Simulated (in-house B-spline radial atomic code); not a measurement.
A run on C³⁺ that did not converge. Method: non-relativistic SCAN, spin-polarised, spherical fractional occupations, point nucleus; computed with a B-spline radial code for spherical atoms.

Command:
```bash
python run_scf.py task.json out
```
Settings:
```
Z                6
configuration    [He] 2s1
hamiltonian      nr
method           scan,scan
spin_polarised   True
```

First and last ten iterations of the last attempt (damped for 15 steps, keeping 80 % of the old Fock matrix, then DIIS):
```
 iter        energy (Eh)    residual
    1         -34.774780    2.03e-02
    2         -34.775591    7.07e-04
    3         -34.775592    5.77e-04
    4         -34.775592    4.71e-04
    5         -34.775593    3.84e-04
    6         -34.775593    3.14e-04
    7         -34.775593    2.56e-04
    8         -34.775593    2.09e-04
    9         -34.775593    1.71e-04
   10         -34.775593    1.39e-04
  111         111.487423    1.07e+01
  112         111.523294    1.07e+01
  113       15319.327265    5.29e+02
  114       15459.549688    5.35e+02
  115       15459.414440    5.35e+02
  116       15464.632167    5.35e+02
  117       15460.604908    5.35e+02
  118       15464.843324    5.35e+02
  119       15246.875543    5.24e+02
  120       15018.311853    5.14e+02
 not converged after 120 iterations
```

The smallest residual met was 4.9e-05; the threshold is about 1e-07. No energy from this run should be used. Run time, properties included: 0.37 s on 1 thread of Intel(R) Xeon(R) 6975P-C, with other jobs on the host.
